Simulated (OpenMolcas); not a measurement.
# Tc4+: moving or changing the point charges

Tc4+ among 4 point charges of -2.5 e arranged as a square (D4h), 1.8 Å from the ion.

```json
{
  "Program": "OpenMolcas",
  "Method": "CASSCF",
  "Basis": "ANO-RCC-VTZP [7s6p4d2f1g]",
  "Scalar Hamiltonian": "DKH2, point nucleus",
  "Active space": "3 electrons in 5 orbitals (4d)",
  "State averaging": "2S+1 = 4 even, 10 roots; 2S+1 = 2 even, 40 roots",
  "Spin-orbit coupling": "state interaction with AMFI integrals over the reference wave functions"
}
```

Runs around this geometry, states (labels of D4, the rotations of D4h). Energies in cm-1 above the lowest state or level, χT in cm3 K/mol.

| R (Å) | q (e) | Ground state | First state of that spin | First gap with spin-orbit (degeneracies) | χT at 300 K | First state of another spin |
| --- | --- | --- | --- | --- | --- | --- |
| 1.8 | -2 | 4A2 | 4E 9190 | 44.0 (2, 2) | 1.740 | 2E 13018 |
| 1.8 | -2.5 | 4A2 | 4E 14068 | 48.8 (2, 2) | 1.780 | 2E 9580 |
| 1.88 | -2.5 | 4A2 | 4E 11374 | 47.6 (2, 2) | 1.760 | 2E 11275 |

Taking the first state of the same spin as R^-n, n = -ln(11374 / 14068) / ln(1.88 / 1.8) = 4.9 between the shortest and longest distance.

Scaling the charges by -2 / -2.5 = 0.80 scales the first state of the same spin by 9190 / 14068 = 0.65; with fixed orbitals a first-order splitting would follow the charge.

Without dynamic correlation the repulsion within the d shell is too large (B by tens of per cent), so at a given field states of lower spin stand too high. This is an electrostatic model: the charges have no orbitals. No measured value stands beside these numbers.
